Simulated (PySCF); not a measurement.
Si(H)2(Me)(NCO) (C2H5NOSi), SMILES O=C=N[SiH2]C.

The structure is a stationary point at PBE0-D3(BJ)/def2-SVP. One conformer was computed; it need not be the lowest.

The numbers are results of SMD-M06-2X/def2-SVP (PySCF), not measurements.

Solvation free energies are E(SMD) − E(gas) at the gas-phase geometry, for 1 M in both phases. In vacuum the dipole moment is 2.68 D.

Question: Rank water, 2-propanol, dimethylsulfoxide by solvation free energy, most negative first.

Answer: dimethylsulfoxide (-1.1 kcal/mol), 2-propanol (-0.1 kcal/mol), water (3.3 kcal/mol)
